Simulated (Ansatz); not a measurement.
PbO2H2 was relaxed with PBE0-D4 (def2-TZVP) in Ansatz in these states: charge +1 doublet, neutral singlet. The geometries follow in no particular order.

In the def2 sets Pb takes a core potential; there is no spin–orbit coupling.

A:

```xyz
5

Pb   -0.6604    0.1205    0.4383
O    -0.6186   -0.3561   -1.5650
O     1.2767    0.2340    1.1286
H     1.4501    0.4506    2.0587
H    -1.4479   -0.4490   -2.0606
```

B:

```xyz
5

Pb    0.301   -0.301    1.241
O    -1.647   -0.137    0.564
O     1.018    0.163   -0.669
H     1.974    0.185   -0.764
H    -1.646    0.090   -0.372
```

Question: Judge from the bond lengths which geometry belongs to which state (an estimate).

Answer: A is the charge +1 doublet (Pb1–O3 2.060 Å, O3–H4 0.971 Å, Pb1–O2 2.060 Å); B is the neutral singlet (Pb1–O3 2.093 Å, O3–H4 0.961 Å, Pb1–O2 2.069 Å).

These are the stationary points nearest to one start from a short search; other shapes may lie lower in each state.
